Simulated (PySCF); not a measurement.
H₈N₂Si₂, SMILES N[SiH2][SiH2]N.

Geometry optimised at PBE0-D3(BJ)/def2-SVP. One conformer was computed; it need not be the lowest.

All values below come from SMD-ωB97X/6-31G* run with PySCF.

Solvation free energies are E(SMD) − E(gas) at the gas-phase geometry, for 1 M in both phases. In vacuum the dipole moment is 2.12 D.

Computed solvation free energies in water, dichloromethane, N,N-dimethylformamide:
```json
[
 {"solvent": "water", "ΔG(solv) (kcal/mol)": "-1.7", "its non-electrostatic (CDS) part": "4.7", "dipole (D)": "2.71"},
 {"solvent": "dichloromethane", "ΔG(solv) (kcal/mol)": "-4.3", "its non-electrostatic (CDS) part": "1.1", "dipole (D)": "2.61"},
 {"solvent": "N,N-dimethylformamide", "ΔG(solv) (kcal/mol)": "-4.1", "its non-electrostatic (CDS) part": "2.2", "dipole (D)": "2.70"}
]
```
